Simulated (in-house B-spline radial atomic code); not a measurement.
Results of a calculation; reference values are marked as such.
# Te ion on As atom: potential, deflection and energy transfer

The pair potential comes from two frozen, spherical free-atom densities (PBE, B-spline radial code, scalar-relativistic past argon): electrostatics plus the change in Thomas-Fermi kinetic and Dirac exchange energy where they overlap, the recipe behind the universal ZBL potential, which averages such potentials (from solid-state densities) over many pairs. It is written V = (Z1 Z2 e²/r) φ(r/a), with e² = 14.3996 eV·Å and a = 0.46850 Å/(Z1^0.23 + Z2^0.23); ZBL's fit is φ = 0.18175 e^(−3.1998x) + 0.50986 e^(−0.94229x) + 0.28022 e^(−0.4029x) + 0.02817 e^(−0.20162x). Where φ falls below 4e-4 it is continued as an exponential.

Masses 127.6 and 74.92 u.

```tsv
x = r/a	φ, this pair	φ, ZBL
0.1	0.8876	0.8928
0.5	0.6123	0.6096
1.5	0.3016	0.2995
3	0.1318	0.1292
5	0.05273	0.05224
8	0.01724	0.01705
12	0.004903	0.00474
17	0.001315	0.001212
```

**Question.** At x = 5 the electrostatic, kinetic and exchange parts are -143.46, 2960.73 and -194.22 eV. Find r, V and φ.

**Answer.** a = 0.46850/(2.4813 + 2.2349) = 0.09934 Å, so r = 0.49669 Å. V = -143.46 + 2960.73 + (-194.22) = 2623.05 eV. The bare repulsion is 52 × 33 × 14.3996/0.49669 = 49749 eV, so φ = 0.0527, +0.9 % against ZBL's 0.0522. The kinetic (Pauli) term is 113 % of V here, as the other two terms together attract.

**Question.** The ion comes in at 67.24 keV with impact parameter 0.1987 Å. The scattering integral gives a centre-of-mass angle of 57.85° and a closest approach of 2.839 a. What are the reduced energy, the energy passed on and the laboratory angles?

**Answer.** ε = E a M2/(Z1 Z2 e² (M1 + M2)) = 67240 × 1.4872e-06 = 0.1. The most that one collision can pass on is γE with γ = 4 M1 M2/(M1 + M2)² = 0.9323. Here T = γE sin²(θ/2) = 0.9323 × 67240 × 0.2339 = 14660 eV. The ion turns by arctan(sin θ/(cos θ + M1/M2)) = 20.7°, and the struck atom leaves at (180° − θ)/2 = 61.1°. The closest approach is 0.282 Å. With ZBL the angle would be 57.39° and T = 14450 eV.
